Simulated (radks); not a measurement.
All-electron atom: Rh XXVII in [Ar] 4s1 (not the ground configuration). Calculated with a radial shooting solver on a logarithmic mesh with Libxc functionals: Dirac Kohn-Sham, LDA (Slater exchange, Perdew-Wang correlation), spin-unpolarised, spherical densities, finite nucleus; Fermi nuclear charge, rms radius 4.4945 fm. Some entries of the table are withheld. Estimate them.

orbital  occ.  eigenvalue (eV)  <1/r> (bohr^-1)  <r^2> (bohr^2)
1s1/2       2        -24206.78            47.00        0.001441
2s1/2       2        -4529.706            10.87         0.02328
2p1/2       2        -4293.232            10.83         0.01743
2p3/2       4        -4147.031            10.24         0.01871
3s1/2       2        -1590.663            4.203          0.1430
3p1/2       2        -1505.022              (1)          0.1338
3p3/2       4        -1472.068              (2)          0.1398
3d3/2       0        -1339.674            3.870          0.1097
3d5/2       0        -1332.282            3.832          0.1113
4s1/2       1        -787.9913              (3)          0.5365
4p1/2       0        -752.6573              (4)          0.5350
4p3/2       0        -741.2388              (5)          0.5517
5s1/2       0        -469.3627            1.288           1.457

Answer. 
(1) 3p1/2 <1/r> (bohr^-1): 4.141
(2) 3p3/2 <1/r> (bohr^-1): 3.994
(3) 4s1/2 <1/r> (bohr^-1): 2.125
(4) 4p1/2 <1/r> (bohr^-1): 2.088
(5) 4p3/2 <1/r> (bohr^-1): 2.035
